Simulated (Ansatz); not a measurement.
Reaction (ligand exchange at the Si–N bond): `C[SiH2]N[SiH3]` + `[NH2][SbH][OH]` → `[OH][SbH][NH][SiH3]` + `C[SiH2]N`

Program: Ansatz. Geometries: PBE0-D4/def2-TZVP. ΔE: electronic, gas phase. CBS: MP2 limit from def2 TZ/QZ plus the TZ coupled-cluster correction, frozen cores. DFT in def2-TZVPP. B3LYP here is the variant with VWN-RPA as its local correlation; programs differ in this. Elements past krypton have def2 core potentials. For Sb outer-core shells are correlated without core-valence functions, which leaves a few kJ/mol of doubt a bond. One conformer a species, not always the lowest.

`C[SiH2]N[SiH3]`:

Z-matrix (Å, degrees):
```
C
Si 1 1.865
H 1 1.094 2 110.6
H 1 1.093 2 110.9 3 120.2
H 1 1.093 2 111.0 3 -119.6
N 2 1.730 1 112.8 3 179.6
H 2 1.491 1 108.4 3 57.3
H 2 1.487 1 110.4 3 -61.8
Si 6 1.724 2 128.4 1 114.8
H 6 1.011 2 115.9 1 -70.0
H 9 1.489 6 109.9 2 -142.1
H 9 1.491 6 113.5 2 97.9
H 9 1.485 6 108.1 2 -22.2
```

`[NH2][SbH][OH]`:

Z-matrix (Å, degrees):
```
N
Sb 1 2.009
H 1 1.008 2 119.1
H 1 1.008 2 116.3 3 -137.1
O 2 1.970 1 97.6 3 -79.8
H 2 1.715 1 96.2 3 9.6
H 5 0.961 2 111.0 1 -87.2
```

`[OH][SbH][NH][SiH3]`:

Z-matrix (Å, degrees):
```
Si
N 1 1.728
H 1 1.490 2 114.2
H 1 1.484 2 107.3 3 120.4
H 1 1.490 2 109.6 3 -120.2
Sb 2 2.015 1 127.3 3 -87.9
H 2 1.010 1 117.0 3 71.5
O 6 1.973 2 99.7 1 50.2
H 6 1.709 2 92.7 1 -39.4
H 8 0.960 6 111.5 2 99.4
```

`C[SiH2]N`:

```xyz
10

C    -0.437   -0.863   -1.011
Si    0.214   -0.218    0.621
N     0.388    1.488    0.754
H    -0.510   -1.954   -0.991
H     0.223   -0.585   -1.837
H    -1.432   -0.463   -1.225
H     1.559   -0.811    0.857
H    -0.721   -0.643    1.700
H     1.134    1.968    0.277
H    -0.419    2.082    0.854
```

```tsv
level	ΔE (kJ/mol)
r2SCAN-D4	-4.2
B3LYP-D4	-5.2
ωB97M-V	-4.7
PBE	-4.0
```

(1) What does CCSD(T)/CBS give? (Estimate.)

Largest T1 diagnostic among the species: 0.014.

## Answers

(1) The calculation gave: -5.7 kJ/mol. The listed levels differ from it by 1.5, 0.5, 1.0, 1.7 kJ/mol.

In def2-TZVPP, CCSD(T) changes the Hartree–Fock value by −3.7 kJ/mol (the triples alone add −0.8 kJ/mol) and MP2 by −5.4 kJ/mol.
